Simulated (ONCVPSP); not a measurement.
Ga, ONCV: configuration errors across variants

| Item | Value |
| --- | --- |
| Element | gallium |
| Generator | ONCVPSP 4.0.1 |
| Type | optimised norm-conserving Vanderbilt (ONCV) |
| Functional | PBE |
| Relativity | scalar-relativistic |
| Frozen core | [Ne] |
| Valence charge | 21 |
| Reference configuration | 3s2 3p6 3d10 4s1 (charge +2) |
| Partial waves | 3s+4s: rc 1.20 bohr, ncon 5, nbas 8, qcut 10.4 1/bohr, 2 projectors; 3p: rc 1.10 bohr, ncon 4, nbas 9, qcut 15.5 1/bohr, 3 projectors, debl 0.5 Ha; 3d: rc 1.20 bohr, ncon 3, nbas 8, qcut 14.8 1/bohr, 3 projectors, debl 1.2 Ha; f scattering state at 0.4 Ha: rc 1.10 bohr, ncon 3, nbas 6, qcut 10.5 1/bohr, 2 projectors, debl 1 Ha |
| Local potential | polynomial inside 0.85 bohr (lpopt 5, dvloc0 0 Ha) |
| Core correction | Teter function, fcfact 4.75, rcfact 1.6 |

In the p channel the program set the typed energies aside and used -4.380, 0.250, 0.750 Ha. In the d channel the program set the typed energies aside and used -1.446, 0.250, 1.450 Ha.

All-electron excitation energies from the reference (eV): (1) 3s2 3p6 3d10 4s2 4p1 -26.817; (2) 3s2 3p6 3d10 4s2 -21.128; (3) 3s2 3p6 3d10 4s0 31.272; (4) 3s1 3p6 3d10 4s2 4p1 130.875.

1 further variants failed, have other tests or too few solved ones, and are left out.

Errors AE − PS in meV (a dash: test not solved or not reliable):

| change | (1) | (2) | (3) | (4) | bound ghosts | GHOST(+) flags above zero |
| --- | --- | --- | --- | --- | --- | --- |
| base | +3.4 | +2.4 | -2.7 | -335 | none | none |
| all radii but the core radius scaled by about 0.78 (s 0.94, p 0.86, d 0.94, f 0.86 bohr); local potential polynomial inside 0.66 bohr (lpopt 5, dvloc0 0 Ha) | +2.9 | +2.1 | -1.8 | -109 | none | s, f |
| all radii but the core radius scaled by about 0.95 (s 1.14, p 1.04, d 1.14, f 1.04 bohr); local potential polynomial inside 0.80 bohr (lpopt 5, dvloc0 0 Ha) | +3.3 | +2.4 | -2.4 | -270 | none | none |
| all radii but the core radius scaled by about 1.03 (s 1.24, p 1.14, d 1.24, f 1.14 bohr); local potential polynomial inside 0.88 bohr (lpopt 5, dvloc0 0 Ha) | +3.5 | +2.4 | -2.9 | -373 | none | none |
| all radii but the core radius scaled by about 1.10 (s 1.32, p 1.22, d 1.32, f 1.22 bohr); local potential polynomial inside 0.94 bohr (lpopt 5, dvloc0 0 Ha) | +3.5 | +2.4 | -3.4 | -471 | none | none |
| all radii but the core radius scaled by about 1.17 (s 1.40, p 1.28, d 1.40, f 1.28 bohr); local potential polynomial inside 1.00 bohr (lpopt 5, dvloc0 0 Ha) | +3.4 | +2.1 | -4.0 | -566 | none | none |
| all radii but the core radius scaled by about 1.24 (s 1.50, p 1.36, d 1.50, f 1.36 bohr); local potential polynomial inside 1.06 bohr (lpopt 5, dvloc0 0 Ha) | +3.4 | +2.2 | -5.0 | -686 | none | none |

Give the same row for: all radii but the core radius scaled by about 0.85 (s 1.02, p 0.94, d 1.02, f 0.94 bohr); local potential polynomial inside 0.72 bohr (lpopt 5, dvloc0 0 Ha).

+3.1, +2.2, -2.0, -162; bound ghosts: none; GHOST(+) flags above zero: none.
